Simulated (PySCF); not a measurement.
## Dipole polarisabilities along the noble gases, charge +2

Calculated with PySCF 2.14 for the ground configurations, without spin-orbit coupling: coupled response for Hartree-Fock and DFT. Mean α in bohr³, C₆ of like pairs in atomic units.

```csv
species,α UHF,α PBE,α PBE0,C₆ UHF,C₆ PBE,C₆ PBE0
"Ne²⁺ [He] 2s2 2p4 (x2c-QZVPPall with one added diffuse shell each of s, p, d, f type, spin-free X2C)",0.8269,0.8689,0.8536,1.028,1.103,1.077
"Ar²⁺ [Ne] 3s2 3p4 (x2c-QZVPPall with one added diffuse shell each of s, p, d, f type, spin-free X2C)",4.779,4.816,4.783,16.75,16.92,16.76
"Kr²⁺ [Ar] 3d10 4s2 4p4 (x2c-QZVPPall with one added diffuse shell each of s, p, d, f type, spin-free X2C)",7.420,7.485,7.424,36.82,37.15,36.78
"Xe²⁺ [Kr] 4d10 5s2 5p4 (x2c-QZVPPall with one added diffuse shell each of s, p, d, f type, spin-free X2C)",12.80,12.85,12.75,92.49,92.64,91.83
```
